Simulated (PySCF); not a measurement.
C4H11O2 (SMILES COCC(C)[OH2+]), charge +1, singlet, at the geometry of the source list; X3LYP/6-31G in PySCF.

PySCF was given this input:
```python
from pyscf import gto, scf, dft

mol = gto.M(
    atom='''
C     1.93060000   -0.08730000   -1.56730000
O     0.63350000   -0.01390000   -0.97590000
C     0.57850000    0.56490000    0.32720000
C    -0.59750000   -0.16080000    1.02790000
C    -1.92710000    0.53040000    0.81500000
O    -0.59460000   -1.47940000    0.39330000
H     2.62190000   -0.64650000   -0.93340000
H     1.80380000   -0.59500000   -2.52060000
H     2.31800000    0.91650000   -1.74010000
H     0.39530000    1.63880000    0.26010000
H     1.51860000    0.39250000    0.85960000
H    -0.39250000   -0.30930000    2.09050000
H    -2.10730000    0.71080000   -0.24240000
H    -1.92870000    1.48670000    1.32630000
H    -2.74270000   -0.05820000    1.22640000
H    -1.50240000   -1.75090000    0.16710000
H    -0.00750000   -1.13950000   -0.51360000
''',
    basis='6-31g',
    charge=1,
    verbose=4,
)

mf = dft.RKS(mol)
mf.xc = 'x3lyp'
mf.kernel()
```

What the program printed (banner, timings and long lists left out):

```
PySCF version 2.14.0

[INPUT] verbose = 4
[INPUT] num. atoms = 17
[INPUT] num. electrons = 50
[INPUT] charge = 1
[INPUT] spin (= nelec alpha-beta = 2S) = 0
[INPUT] symmetry False subgroup None
[INPUT] Mole.unit = angstrom
[INPUT] Symbol           X                Y                Z      unit          X                Y                Z       unit  Magmom
[INPUT]  1 C      1.930600000000  -0.087300000000  -1.567300000000 AA    3.648305256085  -0.164973090675  -2.961767755031 Bohr   0.0
[INPUT]  2 O      0.633500000000  -0.013900000000  -0.975900000000 AA    1.197141499912  -0.026267193131  -1.844183724963 Bohr   0.0
[INPUT]  3 C      0.578500000000   0.564900000000   0.327200000000 AA    1.093206563061   1.067506287767   0.618318387958 Bohr   0.0
[INPUT]  4 C     -0.597500000000  -0.160800000000   1.027900000000 AA   -1.129111359428  -0.303867960830   1.942449483440 Bohr   0.0
[INPUT]  5 C     -1.927100000000   0.530400000000   0.815000000000 AA   -3.641691214649   1.002310736469   1.540126791521 Bohr   0.0
[INPUT]  6 O     -0.594600000000  -1.479400000000   0.393300000000 AA   -1.123631153666  -2.795660828682   0.743229284791 Bohr   0.0
[INPUT]  7 H      2.621900000000  -0.646500000000  -0.933400000000 AA    4.954672925997  -1.221707939531  -1.763870364669 Bohr   0.0
[INPUT]  8 H      1.803800000000  -0.595000000000  -2.520600000000 AA    3.408687983490  -1.124387044116  -4.763243669579 Bohr   0.0
[INPUT]  9 H      2.318000000000   0.916500000000  -1.740100000000 AA    4.380385156742   1.731933993164  -3.288312429356 Bohr   0.0
[INPUT] 10 H      0.395300000000   1.638800000000   0.260100000000 AA    0.747008737041   3.096883172937   0.491517764999 Bohr   0.0
[INPUT] 11 H      1.518600000000   0.392500000000   0.859600000000 AA    2.869738092765   0.741717503892   1.624408576676 Bohr   0.0
[INPUT] 12 H     -0.392500000000  -0.309300000000   2.090500000000 AA   -0.741717503892  -0.584492290328   3.950472463403 Bohr   0.0
[INPUT] 13 H     -2.107300000000   0.710800000000  -0.242400000000 AA   -3.982219862296   1.343217329341  -0.458069612595 Bohr   0.0
[INPUT] 14 H     -1.928700000000   1.486700000000   1.326300000000 AA   -3.644714776449   2.809455829391   2.506343759011 Bohr   0.0
[INPUT] 15 H     -2.742700000000  -0.058200000000   1.226400000000 AA   -5.182951841845  -0.109982060450   2.317560119167 Bohr   0.0
[INPUT] 16 H     -1.502400000000  -1.750900000000   0.167100000000 AA   -2.839124529547  -3.308721471501   0.315773235415 Bohr   0.0
[INPUT] 17 H     -0.007500000000  -1.139500000000  -0.513600000000 AA   -0.014172945934  -2.153342918942  -0.970563337577 Bohr   0.0

nuclear repulsion = 278.674856186537
number of shells = 52
number of NR pGTOs = 176
number of NR cGTOs = 76
basis = 6-31g
ecp = {}

******** <class 'pyscf.dft.rks.RKS'> ********
method = RKS
initial guess = minao
damping factor = 0
level_shift factor = 0
DIIS = <class 'pyscf.scf.diis.CDIIS'>
diis_start_cycle = 1
diis_space = 8
diis_damp = 0
SCF conv_tol = 1e-09
SCF conv_tol_grad = None
SCF max_cycles = 50
direct_scf = True
direct_scf_tol = 1e-13
XC library pyscf.dft.libxc version 7.1.2
    S. Lehtola, C. Steigemann, M. J. T. Oliveira, and M. A. L. Marques,  SoftwareX 7, 1–5 (2018)
XC functionals = x3lyp
    X. Xu and W. A. Goddard,  Proc. Natl. Acad. Sci. U. S. A. 101, 2673 (2004)
radial grids:
    Treutler-Ahlrichs [JCP 102, 346 (1995); DOI:10.1063/1.469408] (M4) radial grids

becke partition: Becke, JCP 88, 2547 (1988); DOI:10.1063/1.454033
pruning grids: <function nwchem_prune>
grids dens level: 3
symmetrized grids: False
atomic radii adjust function: <function treutler_atomic_radii_adjust>
small_rho_cutoff = 0
Set gradient conv threshold to 3.16228e-05
Initial guess from minao.
tot grids = 192528
init E= -309.866097312684
  HOMO = -0.344041005881146  LUMO = -0.00891161688733155  gap/eV = 9.11934
cycle= 1 E= -308.902993059415  delta_E= 0.963  |g|= 0.549  |ddm|= 3.45
  HOMO = -0.427826484821729  LUMO = -0.149076226628961  gap/eV = 7.58518
cycle= 2 E= -308.865987748086  delta_E= 0.037  |g|= 0.725  |ddm|= 0.997
  HOMO = -0.497496635060421  LUMO = -0.163600685645364  gap/eV = 9.08577
cycle= 3 E= -308.965384909  delta_E= -0.0994  |g|= 0.0752  |ddm|= 0.57
  HOMO = -0.4880178075221  LUMO = -0.156790069168772  gap/eV = 9.01317
cycle= 4 E= -308.96642159141  delta_E= -0.00104  |g|= 0.0333  |ddm|= 0.0968
  HOMO = -0.489707350424276  LUMO = -0.154873510746674  gap/eV = 9.11129
cycle= 5 E= -308.966648227661  delta_E= -0.000227  |g|= 0.00725  |ddm|= 0.0269
  HOMO = -0.489201809794796  LUMO = -0.155148659177724  gap/eV = 9.09005
cycle= 6 E= -308.966657574717  delta_E= -9.35e-06  |g|= 0.00299  |ddm|= 0.00842
  HOMO = -0.48939898706153  LUMO = -0.15520018461498  gap/eV = 9.09401
cycle= 7 E= -308.96665943999  delta_E= -1.87e-06  |g|= 0.000267  |ddm|= 0.00266
  HOMO = -0.489416614892211  LUMO = -0.15521827909938  gap/eV = 9.09400
cycle= 8 E= -308.966659458684  delta_E= -1.87e-08  |g|= 9.91e-05  |ddm|= 0.000437
  HOMO = -0.489404615637347  LUMO = -0.155207283852648  gap/eV = 9.09397
cycle= 9 E= -308.966659461291  delta_E= -2.61e-09  |g|= 1.46e-05  |ddm|= 0.000132
  HOMO = -0.489405444016956  LUMO = -0.155208170854941  gap/eV = 9.09397
cycle= 10 E= -308.966659461353  delta_E= -6.23e-11  |g|= 2.64e-06  |ddm|= 2.04e-05
  HOMO = -0.489405730706875  LUMO = -0.155207950895231  gap/eV = 9.09398
Extra cycle  E= -308.966659461352  delta_E= 1.36e-12  |g|= 2.82e-06  |ddm|= 5.18e-06
converged SCF energy = -308.966659461352
```
